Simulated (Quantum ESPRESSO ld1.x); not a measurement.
Input file for ld1.x (Quantum ESPRESSO 7.5):

```
 &input
    atom='Ne',
    iswitch=1,
    rel=1,
    lsd=1,
    dft='PW',
    config='[He] 2s1 2p4',
    verbosity='high',
    prefix='ld1',
    max_out_wfc=37,
    file_charge='ld1.rho',
 /
```

Command: `OMP_NUM_THREADS=1 ld1.x < ld1.in > ld1.out`

It prints:

```
     Program LD1 v.7.5 starts

     --------------------------- All-electron run ----------------------------

     scalar relativistic calculation

     atomic number is 10.00
     dft =PW   lsd =1 sic =0 latt =0  beta=0.20 tr2=1.0E-14
     Exchange-correlation= PW
                           (   1   4   0   0   0   0   0)
     mesh =1865 r(mesh) = 100.42537 a.u. xmin = -8.00 dx = 0.00800
     1 Ry =  13.60569312 eV, c = 137.03599908

     n l     nl                  e(Ry)          e(Ha)          e(eV)
     1 0     1S 1( 1.00)     -66.799228026     -33.399614013   -908.8497974
     2 0     2S 1( 1.00)      -7.742335862      -3.871167931   -105.3398458
     2 1     2P 1( 3.00)      -6.100595521      -3.050297760    -83.0028305
     1 0     1S 2( 1.00)     -66.501517330     -33.250758665   -904.7992370
     2 0     2S 2( 0.00)      -7.136999736      -3.568499868    -97.1038282
     2 1     2P 2( 1.00)      -5.481799207      -2.740899603    -74.5836778

     final scf error:  8.5E-15 reached in  18 iterations

     Etot =    -245.739165 Ry,    -122.869583 Ha,   -3343.451670 eV
     Total magnetization:    3.00 Bohr mag.

     Ekin =     245.569605 Ry,     122.784802 Ha,    3341.144685 eV
     Encl =    -558.817895 Ry,    -279.408948 Ha,   -7603.104796 eV
     Eh   =      87.268274 Ry,      43.634137 Ha,    1187.345356 eV
     Exc  =     -19.759149 Ry,      -9.879574 Ha,    -268.836914 eV

     normalization and overlap integrals

     s(1S/1S) =  1.000000  <r> =   0.1586  <r2> =    0.0339  r(max) =   0.1033
     s(1S/2S) = -0.000393
     s(2S/2S) =  1.000000  <r> =   0.7947  <r2> =    0.7494  r(max) =   0.6449
     s(2P/2P) =  1.000000  <r> =   0.7497  <r2> =    0.6987  r(max) =   0.5585
     s(1S/1S) =  1.000000  <r> =   0.1582  <r2> =    0.0337  r(max) =   0.1033
     s(1S/2S) = -0.000383
     s(2S/2S) =  1.000000  <r> =   0.8150  <r2> =    0.7913  r(max) =   0.6554
     s(2P/2P) =  1.000000  <r> =   0.7786  <r2> =    0.7601  r(max) =   0.5675

     ------------------------ End of All-electron run ------------------------
```

Run on one thread of a shared host, so times are rough (Intel(R) Xeon(R) Processor @ 2.60GHz): 0.61 s of CPU time, 0.64 s wall, 18 iterations on 1865 mesh points.
